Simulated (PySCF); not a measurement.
**Spinor energies of Pt⁻ (platinum, charge -1)**

Start: [Xe] 4f14 5d9 6s2; 5d3/2 filled at m_j = -3/2, -1/2, +1/2, +3/2; 5d5/2 filled at m_j = -3/2, -1/2, +1/2, +3/2, +5/2. Calculated with PySCF 2.14 in x2c-TZVPall-2c with one added diffuse shell each of s, p, d type (12s12p11d2f, 117 functions): generalised Hartree-Fock with the X2C-1e Hamiltonian and a Gaussian nucleus; one run each with spin-orbit coupling (SO) switched off, then screened by Boettger's factors.

| spinor shell | electrons | ε, spin-free (eV) | ε, screened SO (eV) | weight of nominal j (screened SO) | rms radius, screened SO (bohr) |
| --- | --- | --- | --- | --- | --- |
| 1s1/2 | 2 | -78825.6 | -78796.6 | 1.000 | 0.0194 |
| 2s1/2 | 2 | -13992.8 | -13983.6 | 1.000 | 0.0782 |
| 2p1/2 | 2 | -12136.2 | -13379.2 | 1.000 | 0.0663 |
| 2p3/2 | 4 | -12136.2 | -11644.6 | 1.000 | 0.0741 |
| 3s1/2 | 2 | -3349.4 | -3346.4 | 1.000 | 0.200 |
| 3p1/2 | 2 | -2800.0 | -3075.9 | 1.000 | 0.191 |
| 3p3/2 | 4 | -2800.0 | -2688.7 | 1.000 | 0.207 |
| 3d3/2 | 4 | -2195.2 | -2243.5 | 1.000 | 0.182 |
| 3d5/2 | 6 | -2195.2 | -2160.5 | 1.000 | 0.186 |
| 4s1/2 | 2 | -750.71 | -749.73 | 1.000 | 0.441 |
| 4p1/2 | 2 | -567.42 | -633.85 | 1.000 | 0.447 |
| 4p3/2 | 4 | -567.42 | -540.38 | 1.000 | 0.480 |
| 4d3/2 | 4 | -339.94 | -350.31 | 1.000 | 0.496 |
| 4d5/2 | 6 | -339.94 | -332.26 | 1.000 | 0.507 |
| 5s1/2 | 2 | -113.77 | -113.61 | 1.000 | 1.03 |
| 4f5/2 | 6 | -85.202 | -86.761 | 0.999 | 0.564 |
| 4f7/2 | 8 | -85.202 | -83.254 | 0.999 | 0.565 |
| 5p1/2 | 2 | -63.255 | -74.909 | 0.998 | 1.12 |
| 5p3/2 | 4 | -63.255 | -58.497 | 0.999 | 1.22 |
| 5d3/2 | 4 | -5.043 | -6.150 | 0.962 | 1.79 |
| 5d5/2 | 5 | -5.043 | -4.248 | 0.966 | 1.93 |
| 6s1/2 | 2 | -1.150 | -1.161 | 0.989 | 4.36 |

```
   quantity     spin-free   screened SO
E (hartree)  -18399.62401  -18426.65978
        M_J           5/2           5/2
       ⟨J²⟩         8.792         8.798
       ⟨L²⟩         6.019         6.193
       ⟨S²⟩         0.773         0.948
```

Each row is a mean over spinors that exchange with the open shell spreads, by up to 4.095 eV (5p3/2).

Breit and QED terms are absent; they matter most for the inner s and p1/2 levels.

Densities and radii are taken from the X2C orbitals without a picture-change correction, which distorts them close to the nucleus.

Without spin-orbit coupling the j labels of p, d and f shells carry no meaning; the spin-free column gives the mean over the occupied spinors of each nl shell.
